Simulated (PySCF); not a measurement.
CF2I, SMILES F[C](F)I, multiplicity 2.

Geometry optimised at B3LYP-D3(BJ)/def2-SVP. The isomer is the one that the SMILES or the coordinates give; other isomers of the formula were not compared. The def2 effective core potentials stand for the cores of I; spin–orbit coupling is left out.

Method: B3LYP-D3(BJ)/def2-SVP (PySCF).

Frequencies are harmonic and unscaled.

| mode | ν (cm⁻¹) | IR (km/mol) | moving atoms (share of kinetic energy) |
|---|---|---|---|
| 1 | 255 | 3.4 | F 64 %, I 27 %, C 9 % |
| 2 | 262 | 0.0 | F 82 %, C 13 % |
| 3 | 549 | 22.6 | C 67 %, F 33 % |
| 4 | 630 | 42.1 | F 60 %, C 39 % |
| 5 | 1179 | 481.7 | C 62 %, F 38 % |
| 6 | 1255 | 240.5 | C 69 %, F 31 % |
